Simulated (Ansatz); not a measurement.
Geometry optimisation, UKS PBE-D4/def2-SVP in Ansatz 0.2.0.

Input file:

```yaml
crystal:
  periodic: [false, false, false]
  atoms:
    - { symbol: Ge, position_ang: [-0.0524, 0.0, -0.06155] }
    - { symbol: H, position_ang: [0.041473, 0.0, 1.490159] }
    - { symbol: F, position_ang: [1.600008, 0.0, -0.651483] }
    - { symbol: H, position_ang: [-0.718915, 1.299832, -0.573871] }
    - { symbol: H, position_ang: [-0.718915, -1.299832, -0.573871] }
    - { symbol: Cl, position_ang: [-0.027049, 0.0, 4.048817] }
magnetization:
  spin_polarized: true
  initial_magnetization: 1
basis:
  gaussian: { orbitals: def2-SVP }
hamiltonian:
  xc: pbe
  dispersion: d4
relax:
  f_tol: 0.03
  max_steps: 50
```

Run as:

```bash
$ ansatz run input.yaml --threads 2 --pin off --max-ram 3072MiB --backend cpu --events-out ev --progress --plain --runs-dir out
```

Question: Where does it end, and by what steps?

Answer: It converged. The force dipped under the threshold on the way, but the program's further checks kept it going. After 16 steps the energy has fallen by 0.788 eV; Cl6 moved furthest, 0.88 Å. Parted: Ge1–H2 (1.55 → 2.31 Å). Joined: H2–Cl6 (2.56 → 1.33 Å).

| step | energy less start (eV) | largest force component (eV/Å) | accepted |
| --- | --- | --- | --- |
| 0 | 0.0000 | 0.474 | yes |
| 1 | -0.0508 | 0.480 | yes |
| 2 | -0.1778 | 0.574 | yes |
| 3 | -0.3076 | 0.881 | yes |
| 4 | -0.4381 | 1.356 | yes |
| 5 | -0.5151 | 1.419 | yes |
| 6 | -0.6480 | 0.711 | yes |
| 7 | -0.7250 | 0.403 | yes |
| 8 | -0.7586 | 0.350 | yes |
| 9 | -0.7738 | 0.222 | yes |
| 10 | -0.7787 | 0.212 | yes |
| 11 | -0.7831 | 0.195 | yes |
| 12 | -0.7330 | 1.069 | no |
| 13 | -0.7866 | 0.024 | yes |
| 14 | -0.7855 | 0.190 | no |
| 15 | -0.7877 | 0.034 | yes |
| 16 | -0.7879 | 0.019 | yes |

```xyz
6
Properties=species:S:1:pos:R:3
Ge 0.128 0.000 -0.049
H 0.327 0.000 2.252
F 1.505 0.000 -1.153
H -0.671 1.314 -0.336
H -0.671 -1.314 -0.336
Cl -0.494 0.000 3.300
```

Whether the end is a true minimum wasn't checked by a vibrational analysis.

Run time: 32 s on 2 threads of Arm Neoverse V2 (shared host), peak memory 0.2 GiB.
